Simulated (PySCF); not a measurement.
C₃H₅Cl.

```xyz
9

C      1.3718    -0.9642     0.0000
C      0.1333    -0.4420     0.0000
C     -1.1578    -1.2004     0.0000
Cl    -0.0794     1.3057     0.0000
H      2.2681    -0.3289     0.0000
H      1.4997    -2.0571     0.0000
H     -1.7657    -0.9404     0.8914
H     -0.9708    -2.2915     0.0000
H     -1.7657    -0.9404    -0.8914
```
Charge 0, spin multiplicity 1.

The structure is a stationary point at PBE-D3(BJ)/def2-SVP.

These are PySCF with B3LYP/pcSseg-1 values and carry that method's errors. Non-relativistic, no solvent.

### Question
Give the absolute GIAO shielding of each atom: isotropic value and principal components (ppm). (The exact figures need the calculation; the answer reports its results.)

### Answer

```json
[
 {"atom": "C1", "σ(iso)": "57.8", "σ11": "-49.7", "σ22": "91.1", "σ33": "132.2", "span": "181.9"},
 {"atom": "C2", "σ(iso)": "19.8", "σ11": "-91.9", "σ22": "52.3", "σ33": "99.0", "span": "190.9"},
 {"atom": "C3", "σ(iso)": "148.5", "σ11": "128.7", "σ22": "137.2", "σ33": "179.6", "span": "50.9"},
 {"atom": "Cl4", "σ(iso)": "648.3", "σ11": "424.2", "σ22": "534.7", "σ33": "986.0", "span": "561.8"},
 {"atom": "H5", "σ(iso)": "25.9", "σ11": "22.7", "σ22": "24.1", "σ33": "31.1", "span": "8.4"},
 {"atom": "H6", "σ(iso)": "25.9", "σ11": "22.8", "σ22": "24.8", "σ33": "30.1", "span": "7.3"},
 {"atom": "H7", "σ(iso)": "29.0", "σ11": "25.6", "σ22": "27.7", "σ33": "33.9", "span": "8.3"},
 {"atom": "H8", "σ(iso)": "29.2", "σ11": "25.4", "σ22": "27.8", "σ33": "34.5", "span": "9.1"},
 {"atom": "H9", "σ(iso)": "29.0", "σ11": "25.6", "σ22": "27.7", "σ33": "33.9", "span": "8.3"}
]
```
